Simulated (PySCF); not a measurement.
A structure optimised at PBE-D3(BJ)/def2-TZVP, used in a PySCF frequency run:

```xyz
4

O      1.3880    -0.3544     0.0000
S      0.1674     0.4090     0.0000
F     -0.7657    -0.2061     1.1859
F     -0.7657    -0.2061    -1.1859
```
Charge 0, spin multiplicity 1.

Question: Write its SMILES, formula and point group.

Answer: O=S(F)F, F2OS, Cs

Question: What are its rotational constants (standard atomic weights)?

Answer: 8.0969, 8.0278, 4.7053 GHz
